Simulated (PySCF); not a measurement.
Harmonic spectrum computed at B3LYP in the def2-SVP basis family (core potentials from Rb on, PySCF, no spin–orbit coupling):

```tsv
ω (cm⁻¹)	IR (km/mol, summed over degenerate members)	degeneracy
145	81.5	3
153	0.0	2
669	396	3
678	0.0	1
```

Which molecule gave it? In each, all ligands are bound to the one heavy central atom.
A. HfF₄ (singlet)
B. TaF₄ (doublet)
C. ReF₄ (quartet)
D. NbF₄ (doublet)

A. It has Td symmetry with Hf–F 1.912 Å (×4).
